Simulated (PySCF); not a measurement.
**Atomic charges by several schemes**

C₅H₈F₂O₂Si.
Z-matrix (Å and degrees, GFN2-xTB geometry), rows numbered from 1:
```
O 
C   1  1.1959
O   2  1.3196  1  126.59
C   3  1.4298  2  116.84  1     1.16
C   4  1.5331  3  111.86  2   -80.56
F   5  1.3835  4  108.25  3   -55.93
C   5  1.5220  4  108.16  3  -173.38
Si  7  1.9109  5  103.52  4    42.77
C   4  1.5227  3  110.21  2   159.19
F   9  1.3846  4  109.81  3   -83.42
H   2  1.1019  1  124.64  3   179.56
H   4  1.0976  3  108.55  2    38.72
H   5  1.0958  4  111.54  3    60.43
H   7  1.0885  5  109.03  4   -77.27
H   7  1.0877  5  109.34  4   165.47
H   8  1.4597  7  113.24  5    94.36
H   8  1.4589  7  113.34  5  -132.54
H   9  1.0931  4  109.23  3    32.38
```

Density: PBE0/pcSseg-1 (PySCF); schemes: Mulliken, IAO, Hirshfeld and ESP-fitted. The structure is a single GFN2-xTB conformer in the gas phase; no vibrational or solvent corrections.

**Question.** Which atoms carry the lowest charge in the Mulliken, IAO, Hirshfeld and ESP-fitted schemes?

**Answer.** The schemes don't all agree: Mulliken C7 (-0.502); IAO C7 (-0.565); Hirshfeld O1 (-0.251); ESP-fitted O1 (-0.543).

**Question.** For which atoms does the sign change between the 4 schemes (beyond +0.03 e in one, beyond −0.03 e in another)?

**Answer.** For none.

**Question.** At which atom do the 4 schemes differ most?

**Answer.** At C2: from +0.181 (Hirshfeld) to +0.623 e (ESP-fitted), 0.442 e apart.

**Question.** Tabulate the Mulliken, IAO, Hirshfeld and ESP-fitted charges.

**Answer.** In e:

| atom | environment | Mulliken | IAO | Hirshfeld | ESP-fitted |
| --- | --- | --- | --- | --- | --- |
| O1 | ester carbonyl oxygen | -0.412 | -0.455 | -0.251 | -0.543 |
| C2 | ester carbonyl carbon | +0.435 | +0.403 | +0.181 | +0.623 |
| O3 | ester single-bonded oxygen | -0.432 | -0.326 | -0.092 | -0.462 |
| C4 | sp3 carbon bound to oxygen | +0.020 | +0.042 | +0.025 | +0.376 |
| C5 | sp3 C–F carbon | +0.150 | +0.173 | +0.057 | +0.017 |
| F6 | alkyl fluorine | -0.328 | -0.331 | -0.108 | -0.214 |
| C7 | sp3 carbon bound to silicon | -0.502 | -0.565 | -0.168 | -0.493 |
| Si8 | SiH2 silicon | +0.673 | +0.739 | +0.350 | +0.457 |
| C9 | sp3 C–F carbon | +0.003 | -0.091 | -0.034 | -0.090 |
| F10 | alkyl fluorine | -0.337 | -0.326 | -0.125 | -0.235 |
| H11 | formyl hydrogen | +0.109 | +0.132 | +0.065 | +0.038 |
| H12 | methine hydrogen | +0.144 | +0.163 | +0.047 | +0.087 |
| H13 | methine hydrogen | +0.136 | +0.157 | +0.044 | +0.148 |
| H14 | methylene hydrogen | +0.159 | +0.163 | +0.052 | +0.137 |
| H15 | methylene hydrogen | +0.160 | +0.168 | +0.047 | +0.186 |
| H16 | Si–H hydrogen | -0.060 | -0.105 | -0.065 | -0.086 |
| H17 | Si–H hydrogen | -0.059 | -0.103 | -0.065 | -0.082 |
| H18 | methine hydrogen | +0.141 | +0.162 | +0.042 | +0.136 |

Mean size of the charges over all atoms: IAO 0.256 e, ESP-fitted 0.245 e, Mulliken 0.237 e, Hirshfeld 0.101 e. Each set sums to the total charge, 0, to within 0.001 e. The ESP scheme is a least-squares fit of atom-centred charges to the potential on four shells outside the van der Waals surface, with the total charge fixed.

**Question.** Sum the charges by element, for elements with more than one atom.

**Answer.** 
| element | atoms | Mulliken | IAO | Hirshfeld | ESP-fitted |
| --- | --- | --- | --- | --- | --- |
| O | 2 | -0.843 | -0.780 | -0.343 | -1.005 |
| C | 5 | +0.106 | -0.037 | +0.062 | +0.432 |
| F | 2 | -0.665 | -0.657 | -0.234 | -0.448 |
| H | 8 | +0.730 | +0.735 | +0.166 | +0.564 |

**Question.** How closely do the schemes follow one another over all atoms?

**Answer.** Correlation coefficient and root-mean-square difference: Mulliken with IAO 0.99, 0.046 e; IAO with Hirshfeld 0.97, 0.188 e; Mulliken with Hirshfeld 0.95, 0.179 e; Mulliken with ESP-fitted 0.91, 0.126 e; IAO with ESP-fitted 0.90, 0.136 e; Hirshfeld with ESP-fitted 0.88, 0.202 e.

**Question.** How many electrons does the Mulliken scheme count on Si8?

**Answer.** Z − q = 14 − (+0.673) = 13.327.
